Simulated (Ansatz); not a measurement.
`[OH][SnH2][AlH2]`, charge 0, multiplicity 1.

Give a relaxed structure at PBE0-D4/def2-TZVP (Ansatz 0.2.0). (An estimate is asked.)

Ansatz gave: 
Z-matrix (Å, degrees):
```
Sn
Al 1 2.673
O 1 1.985 2 109.0
H 1 1.709 2 116.4 3 113.3
H 1 1.721 2 114.7 3 -119.4
H 2 1.587 1 118.9 3 24.7
H 2 1.587 1 121.1 3 -155.6
H 3 0.960 1 112.7 2 -55.7
```
